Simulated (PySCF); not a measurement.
**Calculated NMR data**

[PySCF: geometry from GFN2-xTB; NMR shieldings at PBE0/pcSseg-1/GIAO; gas phase; fast rotation and ring inversion assumed for equivalent nuclei; a single conformation; no relativistic terms]

Chemical shifts δ = σref − σ; 1H (σ = 31.72 ppm), 13C (σ = 186.93 ppm) vs TMS, all at this level. Where no couplings were computed, multiplicities follow the n + 1 count of equivalent neighbours, and m marks all less simple cases (inequivalent or close neighbours, rings, F or P nearby). Shifts are as computed. Against solution values, carbons near 30 ppm lie about +3 ppm off and those near 130 ppm about +5 ppm. Of 1211 compounds with measured shifts, 218 miss one by over three times the rms of a fit or turn the order of signals round; such compounds aren't used in these exercises.

**1.** `C=C/C=C\CN([SiH3])[SiH3]`, C5H13NSi2. 1H NMR (600 MHz, computed): δ 7.12 (m, 1H), 6.41 (m, 1H), 5.92 (m, 1H), 5.61 (m, 1H), 5.55 (m, 1H), 4.70 (s, 6H), 3.72 (d, 2H). 13C{1H} NMR (computed): δ 139.1 (CH), 138.3 (CH), 136.2 (CH), 126.1 (CH2), 50.8 (CH2).

**2.** `C(N1C(=C)[SiH2][SiH2]1)(C)C`, C5H13NSi2. 1H NMR (600 MHz, computed): δ 5.39 (m, 2H), 4.61 (br s, 1H), 4.55 (m, 2H), 4.15 (br s, 1H), 3.40 (sept, 1H), 1.24 (d, 6H). 13C{1H} NMR (computed): δ 156.9, 92.9, 47.8, 21.9.
